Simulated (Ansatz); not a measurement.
Total energies of H₄SSiTe, SMILES `S[SiH2][TeH]`.

```xyz
7

S    -1.457    1.541    0.370
Si    0.282    0.456   -0.215
Te    0.553   -1.536    1.264
H    -2.291    0.498    0.212
H     0.227   -0.022   -1.619
H     1.379    1.442   -0.064
H     1.309   -2.379    0.052
```

The species carries charge 0 and has multiplicity 1. Correlated methods include outer-core shells of Te, which these sets cover unevenly. Te takes the def2 core potential. The geometry is a stationary point of PBE0-D4/def2-TZVP. It is one conformer, not always the lowest. Basis def2-TZVPP, Ansatz 0.2.0.

RPA on PBE orbitals: Hartree–Fock energy of these orbitals -955.81959 Eh, correlation -1.15806 Eh (frozen core).

```json
{"functional": "LDA (SPW92)", "energy without D4 (Eh)": "-955.22871", "D4 term (kJ/mol)": "–"}
{"functional": "PBE", "energy without D4 (Eh)": "-957.84498", "D4 term (kJ/mol)": "-19.2"}
{"functional": "revPBE", "energy without D4 (Eh)": "-958.09139", "D4 term (kJ/mol)": "-47.1"}
{"functional": "BLYP", "energy without D4 (Eh)": "-958.11194", "D4 term (kJ/mol)": "-41.0"}
{"functional": "r2SCAN", "energy without D4 (Eh)": "-958.23027", "D4 term (kJ/mol)": "-4.2"}
{"functional": "B97M-V", "energy without D4 (Eh)": "-957.99405", "D4 term (kJ/mol)": "–"}
{"functional": "PBE0", "energy without D4 (Eh)": "-957.92825", "D4 term (kJ/mol)": "-16.5"}
{"functional": "B3LYP", "energy without D4 (Eh)": "-958.31004", "D4 term (kJ/mol)": "-31.7"}
{"functional": "r2SCANh", "energy without D4 (Eh)": "-958.21590", "D4 term (kJ/mol)": "-4.7"}
{"functional": "r2SCAN0", "energy without D4 (Eh)": "-958.19520", "D4 term (kJ/mol)": "-5.3"}
{"functional": "LC-ωPBE", "energy without D4 (Eh)": "-958.00978", "D4 term (kJ/mol)": "–"}
{"functional": "ωB97X-V", "energy without D4 (Eh)": "-958.05756", "D4 term (kJ/mol)": "–"}
{"functional": "ωB97M-V", "energy without D4 (Eh)": "-958.09690", "D4 term (kJ/mol)": "–"}
{"functional": "B2PLYP", "energy without D4 (Eh)": "-957.75016", "D4 term (kJ/mol)": "–"}
```

**Question.** Give the same for HSE06 (plane-wave form), BHLYP, CAM-B3LYP, PBE-QIDH. (Best estimate.)

**Answer.** Ansatz gave: 
```tsv
functional	energy without D4 (Eh)	D4 term (kJ/mol)
HSE06 (plane-wave form)	-957.91219	-15.7
BHLYP	-958.11731	-29.1
CAM-B3LYP	-958.18749	-17.3
PBE-QIDH	-957.59484	–
```

B3LYP takes the VWN-RPA correlation (the form of Gaussian; ORCA's B3LYP/G). HSE06 is the plane-wave form, built on full-range PBE exchange. The double hybrids freeze the cores in their second-order part.

LC-ωPBE has ω = 0.4 bohr⁻¹.
